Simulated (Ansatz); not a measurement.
Saddle point of Si₅H₁₀OF₄, singlet (Si₄H₁₀O ([OH][Si]([SiH3])([SiH3])[SiH3]) + SiF₄ ([F][Si]([F])([F])[F]) → Si₅H₉OF₃ ([F][Si]([F])([F])[O][Si]([SiH3])([SiH3])[SiH3]) + HF; bonds formed: Si1–O7, F2–H6; bonds broken: Si1–F2, H6–O7), PBE0-D4/def2-TZVP structure:

```xyz
20
angstrom
Si -1.5569 1.7527 -1.1602
F -1.1203 3.1540 0.0301
F -0.9466 2.6119 -2.3319
F -1.6855 0.3409 -1.9256
F -3.0753 1.9792 -0.8069
H -0.5211 2.2123 0.4362
O -0.4917 1.1180 0.0371
Si 0.3462 -0.3673 0.2883
Si -1.1630 -2.1359 -0.0165
Si 1.1053 -0.2878 2.5018
Si 2.1350 -0.4658 -1.2207
H -0.6852 -3.2611 0.8343
H -2.5071 -1.7066 0.4484
H -1.2103 -2.5787 -1.4306
H 1.9154 0.9393 2.7265
H -0.0375 -0.3019 3.4525
H 1.9530 -1.4888 2.7238
H 3.0792 0.6595 -0.9879
H 1.6289 -0.4182 -2.6161
H 2.8376 -1.7557 -0.9825
```

Energies are electronic, without zero-point energy. Barriers and step energies count from the start structure reached by relaxing down the imaginary mode; all methods use the PBE0-D4 structures, on which another method's saddle can fall below an end. Ansatz 0.2.0; basis: def2-TZVPP, with def2-QZVPP for the basis limit; cores frozen in the correlated methods. B3LYP uses VWN-RPA correlation. Extrapolation: Hartree–Fock as exp(−7.88 √X), correlation as X^−2.97.

```
      method  barrier (kcal/mol)  step energy (kcal/mol)
       SPW92               10.51                    0.83
      PBE-D4               20.23                    1.61
     BLYP-D4               23.89                    1.49
   r2SCAN-D4               22.15                    3.45
      B97M-V               27.07                    4.76
     PBE0-D4               22.32                    1.76
    B3LYP-D4               24.90                    1.73
  r2SCAN0-D4                   ?                    3.09
    BHLYP-D4               27.20                    2.02
CAM-B3LYP-D4               23.30                    2.17
     wB97X-V               23.59                    2.77
     wB97M-V                   ?                    2.82
      B2PLYP               25.42                    2.93
    PBE-QIDH                   ?                    2.29
  RPA on PBE               25.03                    2.72
          HF               37.63                    5.09
         MP2               24.13                    1.97
        CCSD               27.04                    2.82
     CCSD(T)               25.09                    2.40
```

Q: Fill in the withheld barriers. (An estimate is asked for; the value comes from the calculation.)

A: By the calculation: PBE-QIDH 23.57; wB97M-V 23.11; r2SCAN0-D4 23.43 kcal/mol. Each is the energy of the saddle less that of the start structure, by the same method.

For comparison, the barrier by CCSD(T) at an estimated basis limit (MP2 extrapolated from triple and quadruple zeta, plus CCSD(T) − MP2 in triple zeta) is 24.92 kcal/mol.

The T1 diagnostic stays at or below 0.013.

The step is the kind of ligand exchange by which a precursor binds to a hydroxyl group, or is hydrolysed, in atomic layer deposition of oxides. Here a small cluster stands in for the surface site.

Labels in which every atom is bracketed show which atoms are joined, not bond orders.

For scale, one of the runs: CCSD(T)/def2-TZVPP, 505 basis functions, launched by `ansatz run in.yaml --threads 4 --pin off --events-out ev --progress --plain --max-ram 66560MiB --backend cuda --devices 0, --max-vram 37GiB`. Time: 98 s of wall clock on 4 CPU threads of an AMD EPYC 7R13 and a share of one NVIDIA H100; the host was shared. Peak host memory: 2.3 GiB.
